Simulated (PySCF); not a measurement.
## Atomic charges against the basis set

C3H3NSSi.
Bonds: N1–C2 (triple), C2–C3, C3–Si4, C3–C5 (double), C5–S6 (double). Hydrogens: H7, H8, H9 on Si4.

PBE0 throughout (PySCF), one geometry, spherical d and f functions. Isolated species at its PBE0-D3(BJ)/def2-SVP geometry, gas phase. Atoms taken as equivalent share a column and are averaged.

Mulliken charges (e):

```csv
basis,functions,N1,C2,C3,Si4,C5,S6,H7/H8/H9
STO-3G,41,-0.213,+0.056,-0.236,+0.575,-0.104,+0.224,-0.101
6-31G,68,-0.275,+0.128,-0.373,+0.625,-0.120,+0.254,-0.080
pcSseg-0,68,-0.348,+0.110,-0.525,+0.621,-0.251,+0.471,-0.026
6-31G*,98,-0.355,+0.238,-0.308,+0.426,+0.073,+0.060,-0.045
cc-pVDZ,107,-0.130,-0.012,-0.314,+0.346,+0.175,+0.005,-0.024
def2-SVP,107,-0.010,-0.055,-0.527,+0.482,+0.204,+0.044,-0.046
aug-cc-pVDZ,173,-0.284,-0.231,+0.362,-0.514,-0.084,+0.016,+0.245
"6-311+G(2d,p)",196,-0.282,-0.378,+0.600,+0.288,+0.381,-0.509,-0.033
def2-TZVP,216,-0.017,-0.265,+0.046,+0.191,+0.044,-0.013,+0.005
cc-pVTZ,230,-0.099,-0.035,-0.125,+0.246,+0.008,+0.021,-0.006
IGLO-III,258,-0.295,-0.023,-0.014,+0.738,-0.191,+0.207,-0.141
```

IAO charges (e):

| basis | functions | N1 | C2 | C3 | Si4 | C5 | S6 | H7/H8/H9 |
| --- | --- | --- | --- | --- | --- | --- | --- | --- |
| STO-3G | 41 | -0.183 | +0.066 | -0.396 | +0.675 | -0.095 | +0.269 | -0.112 |
| 6-31G | 68 | -0.231 | +0.133 | -0.364 | +0.510 | -0.020 | +0.156 | -0.061 |
| pcSseg-0 | 68 | -0.231 | +0.135 | -0.386 | +0.495 | -0.017 | +0.168 | -0.054 |
| 6-31G* | 98 | -0.239 | +0.143 | -0.409 | +0.640 | -0.018 | +0.172 | -0.096 |
| cc-pVDZ | 107 | -0.233 | +0.136 | -0.411 | +0.630 | -0.017 | +0.176 | -0.094 |
| def2-SVP | 107 | -0.233 | +0.135 | -0.416 | +0.647 | -0.018 | +0.184 | -0.100 |
| aug-cc-pVDZ | 173 | -0.249 | +0.146 | -0.413 | +0.633 | -0.012 | +0.175 | -0.093 |
| 6-311+G(2d,p) | 196 | -0.252 | +0.148 | -0.423 | +0.664 | -0.019 | +0.187 | -0.102 |
| def2-TZVP | 216 | -0.250 | +0.148 | -0.424 | +0.673 | -0.021 | +0.187 | -0.104 |
| cc-pVTZ | 230 | -0.247 | +0.146 | -0.421 | +0.658 | -0.017 | +0.181 | -0.100 |
| IGLO-III | 258 | -0.253 | +0.148 | -0.426 | +0.671 | -0.022 | +0.193 | -0.104 |

Hirshfeld charges (e):

```json
{"basis": "STO-3G", "functions": "41", "N1": "-0.196", "C2": "+0.021", "C3": "-0.117", "Si4": "+0.389", "C5": "+0.019", "S6": "+0.093", "H7/H8/H9": "-0.069"}
{"basis": "6-31G", "functions": "68", "N1": "-0.210", "C2": "+0.064", "C3": "-0.102", "Si4": "+0.321", "C5": "+0.054", "S6": "+0.038", "H7/H8/H9": "-0.055"}
{"basis": "pcSseg-0", "functions": "68", "N1": "-0.208", "C2": "+0.051", "C3": "-0.107", "Si4": "+0.338", "C5": "+0.042", "S6": "+0.058", "H7/H8/H9": "-0.058"}
{"basis": "6-31G*", "functions": "98", "N1": "-0.220", "C2": "+0.070", "C3": "-0.100", "Si4": "+0.324", "C5": "+0.070", "S6": "+0.030", "H7/H8/H9": "-0.058"}
{"basis": "cc-pVDZ", "functions": "107", "N1": "-0.209", "C2": "+0.060", "C3": "-0.109", "Si4": "+0.338", "C5": "+0.059", "S6": "+0.046", "H7/H8/H9": "-0.062"}
{"basis": "def2-SVP", "functions": "107", "N1": "-0.217", "C2": "+0.065", "C3": "-0.112", "Si4": "+0.343", "C5": "+0.058", "S6": "+0.054", "H7/H8/H9": "-0.063"}
{"basis": "aug-cc-pVDZ", "functions": "173", "N1": "-0.223", "C2": "+0.064", "C3": "-0.122", "Si4": "+0.347", "C5": "+0.051", "S6": "+0.059", "H7/H8/H9": "-0.059"}
{"basis": "6-311+G(2d,p)", "functions": "196", "N1": "-0.225", "C2": "+0.063", "C3": "-0.123", "Si4": "+0.352", "C5": "+0.048", "S6": "+0.063", "H7/H8/H9": "-0.060"}
{"basis": "def2-TZVP", "functions": "216", "N1": "-0.225", "C2": "+0.066", "C3": "-0.117", "Si4": "+0.343", "C5": "+0.055", "S6": "+0.056", "H7/H8/H9": "-0.059"}
{"basis": "cc-pVTZ", "functions": "230", "N1": "-0.223", "C2": "+0.067", "C3": "-0.114", "Si4": "+0.340", "C5": "+0.056", "S6": "+0.052", "H7/H8/H9": "-0.060"}
{"basis": "IGLO-III", "functions": "258", "N1": "-0.227", "C2": "+0.062", "C3": "-0.120", "Si4": "+0.342", "C5": "+0.050", "S6": "+0.067", "H7/H8/H9": "-0.057"}
```

Some averages cover members that differ in this geometry, most widely: H7/H8/H9, Mulliken in aug-cc-pVDZ +0.210 to +0.263 e.

Problem. Which scheme is steadiest as the basis changes?

Solution. Largest range over the bases for any column: Hirshfeld 0.07 e, IAO 0.18 e, Mulliken 1.25 e. Hirshfeld charges move least and Mulliken charges most, counted in e. Without the minimal STO-3G basis the ranges are Hirshfeld 0.04, IAO 0.18, Mulliken 1.25 e.

Problem. How much do the charges still move between the two largest bases, cc-pVTZ and IGLO-III?

Solution. At most, over all atoms: Mulliken 0.492 e, IAO 0.014 e, Hirshfeld 0.015 e.

Problem. What do the same runs give for the total energy, the frontier levels and the dipole moment?

Solution. 
```
        basis  energy (Eh)  HOMO (eV)  LUMO (eV)  μ (D)
       STO-3G    -848.1621      -4.21       0.59   4.11
        6-31G    -857.8734      -7.21      -2.83   3.84
     pcSseg-0    -856.8280      -7.50      -3.11   4.14
       6-31G*    -857.9878      -7.20      -2.84   3.90
      cc-pVDZ    -858.0401      -7.21      -2.86   3.88
     def2-SVP    -857.6860      -7.28      -2.91   3.99
  aug-cc-pVDZ    -858.0505      -7.35      -3.01   4.15
6-311+G(2d,p)    -858.0950      -7.37      -3.05   4.23
    def2-TZVP    -858.1135      -7.35      -3.02   4.16
      cc-pVTZ    -858.1132      -7.33      -2.98   4.08
     IGLO-III    -858.1116      -7.34      -2.99   4.27
```

The dipole is fixed by the density alone, so its range of 0.43 D shows that the density itself changes with the basis, not only its division among atoms.
